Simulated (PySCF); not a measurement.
# Telling isomers of C₄H₈O₄ apart by NMR

Level of theory: GFN2-xTB structure, NMR shieldings at PBE0/pcSseg-1/GIAO, in PySCF 2.14 (non-relativistic, no solvent model, averaged over atoms made equivalent by symmetry, fast rotation or ring inversion, one computed conformer).

References, each an isolated molecule treated in the same way: TMS for ¹H (σref 31.72) and ¹³C (σref 186.93). Where no couplings were computed, multiplicities follow the n + 1 count of equivalent neighbours, and m marks all less simple cases (inequivalent or close neighbours, rings, F or P nearby). Shifts are as computed. Against solution values, carbons near 30 ppm lie about +3 ppm off and those near 130 ppm about +5 ppm. Of 1211 compounds with measured shifts, 218 miss one by over three times the rms of a fit or turn the order of signals round; such compounds aren't used in these exercises. OH and NH positions are gas-phase values without hydrogen bonding to other molecules.

(1) Tabulate the signals of `COCOC(=O)OC`, `OCC1OCOCO1` and their relative energies.

(2) What is the quickest way to tell COCOC(=O)OC from OCC1OCOCO1?

Answers

(1) 
```tsv
SMILES	carbon types	δC	δH	E rel. (kcal/mol)
COCOC(=O)OC	1×C 1×CH2 2×CH3	161.0, 99.1, 59.3, 56.1	5.42 (s, 2H), 3.88 (s, 3H), 3.67 (s, 3H)	0.0
OCC1OCOCO1	1×CH 3×CH2	105.0, 96.1, 68.9	5.42 (m, 2H), 5.20 (m, 2H), 4.86 (m, 1H), 3.90 (d, 2H), 1.13 (br s, 1H)	15.8
```

Energies are electronic energies at PBE0/pcSseg-1 on these geometries, without zero-point or thermal terms, each for the one conformer computed, which needn't be the lowest.

(2) Count the carbon signals: 4 against 3. The first has a carbonate carbon (C) at 161.0 ppm, the second an sp3 carbon bearing two oxygens (CH) at 105.0 ppm.
